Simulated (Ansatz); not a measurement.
Geometry optimisation, RHF/def2-SVP (Ansatz).

Input:

```yaml
crystal:
  periodic: [false, false, false]
  atoms:
    - { symbol: In, position_ang: [-0.032245, -0.396161, -0.12861] }
    - { symbol: Cl, position_ang: [0.066101, -0.510882, 2.281866] }
    - { symbol: O, position_ang: [1.645117, -0.416303, -1.136626] }
    - { symbol: H, position_ang: [2.459308, -0.487649, -0.662813] }
    - { symbol: O, position_ang: [-1.78892, -0.337069, -0.989283] }
    - { symbol: H, position_ang: [-2.56161, -0.360003, -0.446145] }
    - { symbol: H, position_ang: [0.084744, 2.398098, 0.871802] }
    - { symbol: H, position_ang: [0.088006, 1.91307, 1.394509] }
basis:
  gaussian: { orbitals: def2-SVP }
hamiltonian:
  xc: hf
relax:
  f_tol: 0.03
  max_steps: 50
```

Command:

```bash
$ ansatz run input.yaml --threads 1 --pin off --max-ram 2048MiB --backend cpu --events-out ev --progress --plain --runs-dir out
```

Where does it end, and by what steps?

The run converged. After 9 steps the energy has fallen by 0.135 eV; Cl2 moved furthest, 0.54 Å.

| step | energy less start (eV) | largest force component (eV/Å) | accepted |
| --- | --- | --- | --- |
| 0 | 0.0000 | 1.170 | yes |
| 1 | -0.1114 | 0.229 | yes |
| 2 | -0.1225 | 0.074 | yes |
| 3 | -0.1271 | 0.047 | yes |
| 4 | -0.1305 | 0.081 | yes |
| 5 | -0.1317 | 0.084 | yes |
| 6 | -0.1337 | 0.164 | yes |
| 7 | -0.1346 | 0.098 | yes |
| 8 | -0.1351 | 0.067 | yes |
| 9 | -0.1352 | 0.011 | yes |

```xyz
8
Properties=species:S:1:pos:R:3
In -0.029 -0.449 -0.021
Cl 0.053 -1.051 2.252
O 1.641 -0.288 -1.036
H 2.460 -0.451 -0.594
O -1.770 -0.204 -0.890
H -2.555 -0.327 -0.380
H 0.070 2.422 0.579
H 0.092 2.151 1.276
```

Whether the end is a true minimum wasn't checked by a vibrational analysis.

The run took 25 s on 1 thread of Arm Neoverse V2, with other jobs on the host, peak memory 0.19 GiB.
